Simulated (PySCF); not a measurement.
Dipole response of Fe (iron, neutral)

[Ar] 3d6 4s1 4p1, one real determinant (an excited configuration). Calculation: PySCF 2.14, in aug-cc-pwCVTZ; no relativity, point nucleus. Coupled (time-dependent) response in atomic units; α is the mean over directions.

```tsv
method	mean α (bohr³)	α xx, yy, zz	C₆ (like pair)	S(−4)
r2SCAN0	80.50	67.69, 67.69, 106.1	763.8	4321
```

S(−4) is the Cauchy moment in α(ω) = α(0) + S(−4) ω² + …

α(iu) at r2SCAN0:

| u (hartree) | α(iu) (bohr³) |
| --- | --- |
| 0 | 80.50 |
| 0.0500 | 71.33 |
| 0.100 | 54.64 |
| 0.200 | 30.70 |
| 0.300 | 19.07 |
| 0.500 | 9.712 |
| 0.750 | 5.643 |
| 1.00 | 3.875 |
| 1.50 | 2.295 |
| 2.00 | 1.574 |
| 3.00 | 0.9038 |
| 5.00 | 0.4250 |

A single London oscillator, α(iu) = α/(1 + u²/ω²), gives C₆ = (3/4) ω α². Matching the computed C₆ needs ω = 4 × 763.8 / (3 × 80.50²) = 0.157 hartree.

The components differ because the open shell of this determinant is not spherical; for a pure term their mean is the scalar polarisability.

⟨L²⟩ = 8.03 against 12 for a pure F term, so this real determinant mixes terms.
